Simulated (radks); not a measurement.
The numbers below are computed, except where a source is named.
Q: All-electron atom: Cr2+ in [Ne] 3s1.75 3p6 3d4 4p0.25 (fractional occupations, a model configuration). Level of theory: non-relativistic Kohn-Sham, PBEsol, spin-polarised, spherical densities, point nucleus; open shells are filled with parallel spins first (a radial shooting solver on a logarithmic mesh with Libxc functionals). Some entries of the table are withheld. Estimate them.

orbital,occ.,eigenvalue (hartree),<r^2> (bohr^2)
1s up,1,-215.0365,0.005534
1s down,1,-215.0318,0.005534
2s up,1,-25.04371,0.1038
2s down,1,-24.97576,0.1034
2p up,3,-21.41859,0.08405
2p down,3,-21.36602,0.08363
3s up,1,-3.57670,(1)
3s down,0.75,-3.40524,(2)
3p up,3,-2.56545,(3)
3p down,3,-2.39682,(4)
3d up,4,-0.96961,1.741
3d down,0,-0.81188,1.905
4s up,0,-0.72434,7.864
4p up,0.25,-0.52862,10.99
4d up,0,-0.28475,(5)

A: 
(1) 3s up <r^2> (bohr^2): 0.9396
(2) 3s down <r^2> (bohr^2): 0.9468
(3) 3p up <r^2> (bohr^2): 1.068
(4) 3p down <r^2> (bohr^2): 1.083
(5) 4d up <r^2> (bohr^2): 24.43
